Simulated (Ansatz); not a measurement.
Reaction: GeH2BrF (SMILES [Br][GeH2][F]) → GeH2Br (SMILES [GeH2][Br], doublet) + F (doublet) (the F-Ge bond breaks)
Each species at its own B3LYP-D3(BJ)/def2-TZVP minimum (Ansatz, an electronic-structure program).

Total energies in hartree (Ansatz). Radicals and triplets start from unrestricted determinants; spin-orbit coupling is neglected. Cores are frozen in correlated methods (noble-gas shells, and filled d and f shells in the p block). No relativity. Spin-orbit terms, left out, reach several kcal/mol for Br and I, and more for heavier atoms.

```csv
species,HF/cc-pVTZ,CCSD(T)/cc-pVTZ,HF/cc-pVQZ,CCSD(T)/cc-pVQZ,CCSDT(Q)/cc-pVTZ
1: GeH2BrF (SMILES [F][GeH2][Br]),-4748.59313,-4749.16951,-4748.61012,-4749.23768,-4749.17107
"2: GeH2Br (SMILES [GeH2][Br], doublet)",-4649.04540,-4649.34793,-4649.05203,-4649.38026,-4649.34945
3: F (doublet),-99.40552,-99.62036,-99.41377,-99.65026,-99.62061
```

Problem. Work out the bond dissociation energy (electronic) in kcal/mol: take Hartree-Fock from cc-pVQZ, extrapolate the CCSD(T) correlation energy as X^-3 (X = 3, 4), and add CCSDT(Q) - CCSD(T) in cc-pVTZ. 1 hartree = 627.51 kcal/mol.

Solution. 
Species 1: correlation (64·(-0.62756) - 27·(-0.57638))/37 = -0.66491; step -0.00156; E1 = -4748.61012 + (-0.66491) + (-0.00156) = -4749.27659
Species 2: correlation (64·(-0.32823) - 27·(-0.30253))/37 = -0.34698; step -0.00152; E2 = -4649.05203 + (-0.34698) + (-0.00152) = -4649.40053
Species 3: correlation (64·(-0.23649) - 27·(-0.21484))/37 = -0.25229; step -0.00025; E3 = -99.41377 + (-0.25229) + (-0.00025) = -99.66631
-1·E1 +1·E2 +1·E3 = 0.20975 hartree = 131.6 kcal/mol.
